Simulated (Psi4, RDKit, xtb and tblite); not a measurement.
Two geometries of C3H10O3Si, SMILES CO[SiH](OC)OC, relaxed at GFN2-xTB with one dihedral held; other torsions can differ between them too.

Structure A

```
17

C      2.3125    -1.3565     0.2810
O      0.9366    -1.1296     0.2608
Si     0.0664     0.0436    -0.4271
O     -0.4002     1.0270     0.7644
C     -1.4294     1.9719     0.7257
O     -1.2926    -0.6128    -1.0250
C     -1.4170    -1.7038    -1.8916
H      2.4823    -2.3366     0.7294
H      2.7258    -1.3468    -0.7305
H      2.8234    -0.5960     0.8761
H      0.8049     0.7523    -1.4737
H     -1.6703     2.2474     1.7529
H     -1.1069     2.8612     0.1785
H     -2.3143     1.5603     0.2389
H     -0.7455    -2.5128    -1.5980
H     -2.4491    -2.0532    -1.8440
H     -1.1838    -1.4045    -2.9166
```

Structure B

```
17

C      2.3283    -1.3742     0.2035
O      0.9552    -1.1501     0.3611
Si     0.0458     0.0291    -0.2705
O      0.9914     1.3286    -0.4526
C      0.6147     2.6249    -0.8175
O     -1.1484     0.4072     0.7535
C     -2.0969    -0.4501     1.3195
H      2.6929    -1.8762     1.1008
H      2.5022    -2.0146    -0.6649
H      2.8626    -0.4347     0.0644
H     -0.4980    -0.4080    -1.5583
H      1.4732     3.2787    -0.6587
H      0.3271     2.6542    -1.8710
H     -0.2252     2.9700    -0.2132
H     -1.6143    -1.3209     1.7657
H     -2.6337     0.1062     2.0889
H     -2.8031    -0.7911     0.5589
```

Question: Which is lower in energy at the level PBE0-D3(BJ)/def2-SVP // GFN2-xTB run with Psi4, and by how much?

Answer: B is lower, by 1.16 kcal/mol (dihedral C1–O2–Si3–O4: -105° in A, -30° in B).

E(B) − E(A) in kcal/mol at the other levels, on the same two geometries: GFN2-xTB (xtb and tblite) -1.20; MMFF94 // GFN2-xTB (RDKit) -2.44; PBE0/def2-SVP // GFN2-xTB (Psi4) -1.15.

MMFF94 has few fitted parameters for silicon.
